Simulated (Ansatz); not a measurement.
`FCBr` + `[InH3]` → `F[CH2][InH2]` + HBr  (formal exchange of groups at a C–Br bond)

Program: Ansatz. Geometries: PBE0-D4/def2-TZVP. ΔE: electronic, gas phase. CBS: MP2 limit from def2 TZ/QZ plus the TZ coupled-cluster correction, frozen cores. Functionals use def2-TZVPP. B3LYP here is the variant with VWN-RPA as its local correlation; programs differ in this. def2 core potentials past Kr. For Br, In outer-core shells are correlated without core-valence functions, which leaves a few kJ/mol of doubt a bond. Scalar relativity is left out up to krypton.

`FCBr`:

Cartesian coordinates in Å:
```
F 0.553 -1.068 -0.668
C -0.010 -0.124 0.119
Br -0.129 1.564 -0.820
H -1.027 -0.416 0.374
H 0.612 0.044 0.995
```

`[InH3]`:

Z-matrix (Å, degrees):
```
In
H 1 1.724
H 1 1.724 2 120.0
H 1 1.724 2 120.0 3 -180.0
```

`F[CH2][InH2]`:

```xyz
7

F    -0.883    1.741   -0.240
C     0.219    0.960    0.093
In   -0.202   -1.171   -0.093
H     0.514    1.209    1.118
H     1.049    1.249   -0.562
H    -1.756   -1.699   -0.611
H     1.059   -2.289    0.293
```

HBr:

Cartesian coordinates in Å:
```
Br 0.456 -0.259 -0.479
H -0.456 0.259 0.479
```

```json
{"level": "revPBE-D4", "ΔE (kcal/mol)": "-2.2"}
{"level": "B3LYP-D4", "ΔE (kcal/mol)": "-3.0"}
{"level": "BHLYP-D4", "ΔE (kcal/mol)": "-2.7"}
{"level": "r2SCAN", "ΔE (kcal/mol)": "-2.5"}
{"level": "PBE0", "ΔE (kcal/mol)": "-2.6"}
{"level": "HF/def2-SVP", "ΔE (kcal/mol)": "-2.2"}
{"level": "MP2/def2-QZVPP", "ΔE (kcal/mol)": "-4.4"}
{"level": "HF/CBS(def2)", "ΔE (kcal/mol)": "-1.3"}
```

(1) What does CCSD(T)/CBS give? (Best estimate.)

Largest T1 diagnostic among the species: 0.014.

Answers

(1) The calculation gave: -4.4 kcal/mol. The listed levels differ from it by 2.2, 1.4, 1.7, 1.9, 1.8, 2.2, 0.0, 3.1 kcal/mol.

In def2-TZVPP, CCSD(T) changes the Hartree–Fock value by −2.6 kcal/mol (the triples alone add +0.0 kcal/mol) and MP2 by −2.8 kcal/mol. Leaving LDA and LC-ωPBE aside and taking each functional with its dispersion term where it has one, the values, not all of them listed here, spread over 2.2 kcal/mol, from B2PLYP to B97M-V.
